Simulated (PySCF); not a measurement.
WH3, SMILES [WH3] (connectivity only; charge and spin as stated), neutral, multiplicity 4. Geometry optimised at PBE-D3(BJ)/def2-TZVPD. The spin state was assumed, not searched. The def2 effective core potentials stand for the cores of W; spin–orbit coupling is left out.

Calculation: PBE-D3(BJ)/def2-TZVPD run with PySCF.

Harmonic wavenumbers (cm⁻¹): 398, 700, 700, 1918, 1918, 1939. Rotational constants (GHz): 105.2, 105.2, 61.93; symmetry number 3.

Q: Work out the zero-point energy and the ideal-gas rigid-rotor harmonic-oscillator thermochemistry at 298.15 K and 1 atm.

A: ZPE = ½ Σ hcν = ½ × 7574 cm⁻¹ = 10.83 kcal/mol. H − E(el) = 13.54 kcal/mol. Entropy in cal/(mol K): translation 41.58, rotation 14.62, vibration 1.59, spin 2.75, total 60.54. G − E(el) = -4.51 kcal/mol. Cp = 11.13 cal/(mol K).
